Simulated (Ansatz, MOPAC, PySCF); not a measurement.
Two conformers of C3H8S2 (SMILES CSCSC), B3LYP-D3(BJ)/def2-TZVP minima.
Conformer 1 (charge 0, multiplicity 1):
```
atom    x (Å)    y (Å)    z (Å)
----  -------  -------  -------
C      2.0221  -0.8157  -0.4904
S      1.0513  -0.3301   0.9584
C      0.1896   1.1195   0.2832
S     -0.9668   0.8286  -1.0871
C     -2.1942  -0.2003  -0.2432
H      1.3652  -0.9820  -1.3429
H      2.5294  -1.7450  -0.2365
H      2.7658  -0.0571  -0.7352
H     -0.3369   1.5686   1.1253
H      0.9146   1.8424  -0.0908
H     -2.9129  -0.5201  -0.9959
H     -2.7137   0.3654   0.5305
H     -1.7134  -1.0742   0.1939
```
Conformer 2 (charge 0, multiplicity 1):
```xyz
13

C      2.74596    -0.29814    -0.01544
S      1.47781     0.74593     0.75334
C      0.00741     0.08051    -0.08165
S     -1.28758     1.35430    -0.02850
C     -2.74635     0.29388    -0.21967
H      2.58475    -1.35185     0.21204
H      2.77381    -0.15054    -1.09520
H      3.70119     0.00975     0.40785
H     -0.35140    -0.81520     0.42680
H      0.26267    -0.16552    -1.11310
H     -2.82395    -0.41831     0.60198
H     -3.61416     0.95186    -0.19978
H     -2.73017    -0.23668    -1.17163
```

No zero-point or thermal terms.

Cores are frozen in the correlated methods. The state that PM3 reach isn't checked.

The values were computed with Ansatz (Gaussian orbitals); MOPAC for PM3 (differences of heats of formation); PySCF for the dispersion terms. Each number belongs to the level named beside it.

```tsv
level	electronic energy of conformer 2 less that of conformer 1 (kcal/mol)
PM3	2.29
HF/cc-pV(T+d)Z	3.06
BLYP-D3(BJ)/def2-TZVPP	5.41
revPBE-D4/def2-TZVPP	5.46
B3LYP-D3(BJ)/def2-TZVPP	5.14
BHLYP-D3(BJ)/def2-TZVPP	4.74
B2PLYP-D3(BJ)/def2-TZVPP	4.84
MP2/cc-pV(T+d)Z	4.70
CCSD/cc-pV(T+d)Z	…
```

Complete the blanks.


- CCSD/cc-pV(T+d)Z, electronic energy of conformer 2 less that of conformer 1 (kcal/mol): 4.07

Ansatz is a first-principles code.
